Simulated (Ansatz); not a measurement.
Consider the substitution at a C–C bond: `CCC(O)CC` + `O[SiH2]N[SiH2]Cl` → `CO[SiH2]N[SiH2]Cl` + `CCC(C)O`.

Calculated with Ansatz (gas phase, PBE0-D4/def2-TZVP geometries, no zero-point term in ΔE). CCSD(T)/CBS adds triple-zeta CCSD(T) − MP2 to the extrapolated MP2 energy (def2 sets, frozen cores). Functionals use def2-TZVPP. B3LYP here is the variant with VWN-RPA as its local correlation; programs differ in this. One conformer a species, not always the lowest.

(1) Is it downhill or uphill in electronic energy at CCSD(T)/CBS, and by how much? (An estimate is asked.)

(2) What do these levels give: PBE, PBE0, B3LYP, SCS-MP2/def2-TZVPP, CCSD(T)/def2-TZVPP, MP2/CBS(def2)? (Estimate.)

Largest T1 diagnostic among the species: 0.011.

Answers

(1) Ansatz gave: Uphill: ΔE = +0.56 eV.

(2) Computed: PBE 0.53, PBE0 0.55, B3LYP 0.48, SCS-MP2/def2-TZVPP 0.54, CCSD(T)/def2-TZVPP 0.55, MP2/CBS(def2) 0.60 eV.

In def2-TZVPP, CCSD(T) changes the Hartree–Fock value by +0.10 eV (the triples alone add +0.00 eV) and MP2 by +0.14 eV.
